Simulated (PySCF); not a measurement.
AsH₄Si, SMILES [SiH2][AsH2], multiplicity 2. The structure is a stationary point at PBE-D3(BJ)/def2-TZVP. The isomer is the one that the SMILES or the coordinates give; other isomers of the formula were not compared.

All values below come from PBE-D3(BJ)/def2-TZVP (PySCF).

Harmonic wavenumbers (cm⁻¹): 98, 338, 438, 446, 636, 672, 883, 945, 2096, 2116, 2124, 2152. Rotational constants (GHz): 59.75, 3.860, 3.798; symmetry number 1.

Problem. Work out the zero-point energy and the ideal-gas rigid-rotor harmonic-oscillator thermochemistry at 298.15 K and 1 atm.

Solution. ZPE = ½ Σ hcν = ½ × 12944 cm⁻¹ = 77.42 kJ/mol. H − E(el) = 92.66 kJ/mol. Entropy in J/(mol K): translation 167.03, rotation 98.00, vibration 30.80, spin 5.76, total 301.59. G − E(el) = 2.74 kJ/mol. Cp = 71.51 J/(mol K). Modes under 150 cm⁻¹ make the vibrational entropy uncertain.
